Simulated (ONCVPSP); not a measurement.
## What one change does to a pseudopotential (tin (Sn), ONCV)

ONCVPSP 4.0.1 input, shortened (lines: element, Z, core and valence counts, functional; n l f; lmax; l rc ep ncon nbas qcut; lloc lpopt rc5 dvloc0; l nproj debl; icmod fcfact rcfact), LDA (Perdew-Zunger), scalar-relativistic:

```
  Sn 50.00    9    2        3      upf
    1    0    2.00
    2    0    2.00
    2    1    6.00
    3    0    2.00
    3    1    6.00
    3    2   10.00
    4    0    2.00
    4    1    6.00
    4    2   10.00
    5    0    1.00
    5    1    3.00
    1
    0    2.10    0.00    3    7    3.30
    1    2.10    0.00    5    9    3.40
    4    5    2.00    3.00
    0    1    1.60
    1    1    2.20
    3    2.75    1.20
```

All-electron outer shells of the reference configuration (LDA (Perdew-Zunger), scalar-relativistic, ld1.x):

```
shell  level (eV)  outermost node (bohr)  outermost maximum (bohr)
   4p      -91.08                   0.41                      0.79
   4d      -27.36                   0.39                      0.88
   5s      -11.69                   0.98                      1.99
   5p       -4.48                   1.09                      2.49
```

Change: core correction Teter function, fcfact 2.75, rcfact 2.04.

Cutoffs: the cutoffs (Ha) at which the residual kinetic energy of the hardest occupied pseudo-wave falls to 1 and 0.1 mHa per electron; they do not see the model core or the augmentation charge, which bear on the density cutoff. Errors are all-electron minus pseudo energies relative to the spin-unpolarised reference configuration.

Question: What does the change do?

Answer: The potential gets neither clearly harder nor softer (5.8 Ha and 29 Ha → 5.8 Ha and 29 Ha); of the 4 tests that both files solve, the error grows in 4 and shrinks in 0 by more than 15 % and 0.3 meV (median size 3.7 → 91.0 meV); neither file shows a bound ghost. A model core, the more so a compact one, raises the density cutoff, which this test does not measure.

| quantity | base | changed |
| --- | --- | --- |
| cutoff, loose | 5.8 Ha | 5.8 Ha |
| cutoff, tight | 29 Ha | 29 Ha |
| bound ghosts | none | none |
| GHOST(+) flags under 300 eV | none | none |
| error for 5s2 5p2, meV [ΔE -7.07 eV] | -1.3 | -14 |
| error for 5s2 5p1, meV [ΔE 0.02 eV] | +6.0 | -135 |
| error for 5s2 5p0, meV [ΔE 14.29 eV] | +30 | -550 |
| error for 5s2 5p1.5, meV [ΔE -4.36 eV] | +1.0 | -47 |
| s: phases at 2.13 bohr within 0.05 rad from the reference energy up to (Ha; the scan ends near 5) | 1.4 | 1.4 |
| p: phases at 2.13 bohr within 0.05 rad from the reference energy up to (Ha; the scan ends near 5) | 1.4 | 1.4 |
| rms error of d²Exc/dni dnj with the model core, mHa | 6.24 | 3.71 |
